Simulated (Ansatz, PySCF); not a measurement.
F5Sb, SMILES [F][Sb]([F])([F])([F])[F] (connectivity only; charge and spin as stated), charge -1, multiplicity 2. Atoms are numbered in the order given.

```xyz
6

Sb    -0.0217    -0.2788    -0.1461
F      1.3044    -1.1275     1.0879
F     -1.3537     0.5307    -1.3999
F      0.2369     1.4289     0.7159
F      1.4461     0.1287    -1.4427
F     -1.4953    -0.7251     1.1308
```
Charge -1, spin multiplicity 2.

Coordinates come from a PBE0-D3(BJ)/def2-SVPD optimisation. The multiplicity is an assumed one; no other spin state was optimised. The isomer is the one that the SMILES or the coordinates give; other isomers of the formula were not compared. The def2 effective core potentials stand for the cores of Sb; spin–orbit coupling is left out.

Two levels are set side by side: PBE-D3(BJ)/def2-SVPD (Ansatz, a quantum-chemistry and plane-wave program) and PBE0-D3(BJ)/def2-SVPD (Ansatz). Each level has its own optimised geometry; the coordinates shown are those of the second. Frequencies come from the Hessian of PySCF at each geometry. Differences are taken from unrounded values.

```tsv
quantity	PBE0-D3(BJ)
mean bond length (Å)	1.986
bond Sb1–F2 (Å)	2.000
bond Sb1–F3 (Å)	2.000
bond Sb1–F4 (Å)	1.930
bond Sb1–F5 (Å)	2.000
bond Sb1–F6 (Å)	2.000
highest harmonic wavenumber (cm⁻¹)	609
mean harmonic wavenumber (cm⁻¹)	328
zero-point energy (kcal/mol)	5.62
```

What does PBE-D3(BJ) give, and how far is it from PBE0-D3(BJ)? (The exact figures need the calculation; the answer reports its results.)


| quantity | PBE-D3(BJ) | PBE-D3(BJ) minus PBE0-D3(BJ) |
|---|---|---|
| mean bond length (Å) | 2.030 | 0.044 |
| bond Sb1–F2 (Å) | 2.045 | 0.045 |
| bond Sb1–F3 (Å) | 2.045 | 0.045 |
| bond Sb1–F4 (Å) | 1.970 | 0.039 |
| bond Sb1–F5 (Å) | 2.045 | 0.045 |
| bond Sb1–F6 (Å) | 2.045 | 0.045 |
| highest harmonic wavenumber (cm⁻¹) | 557 | -52 |
| mean harmonic wavenumber (cm⁻¹) | 294 | -34 |
| zero-point energy (kcal/mol) | 5.04 | -0.58 |

Exact exchange shortens and stiffens bonds; PBE has none. Differences between two approximate levels are no errors against the true value.
